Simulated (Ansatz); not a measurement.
Basis-set extrapolation for ClH₅O₄Si₂ (`O[SiH](O)O[SiH](O)Cl`) (PBE0-D4/def2-TZVP geometry, frozen core, Ansatz). Multiplicity 1, RHF reference.

```csv
,def2-TZVPP,def2-QZVPP
HF,-1340.253551,-1340.300865
MP2 correlation,-1.371157,-1.489560
CCSD(T) correlation,-1.459428,not run
```

Energies in hartree. Use E(X) = E(∞) + A·exp(−7.88·√X) for Hartree–Fock and E(X) = E(∞) + B·X^(−2.97) for correlation, with X = 3 and 4, and add CCSD(T) minus MP2 of the smaller set to the MP2 limit.

Q: What is the CCSD(T) energy at the basis-set limit?

A: HF limit: -1340.300865 + (-0.047314) × 0.13774 = -1340.30738. MP2 limit: -1.489560 + (-0.118403) × 0.74074 = -1.57727. Higher-order term: -1.459428 − (-1.371157) = -0.08827. Total: -1341.97292 hartree, 682.5 kJ/mol below CCSD(T)/def2-TZVPP.
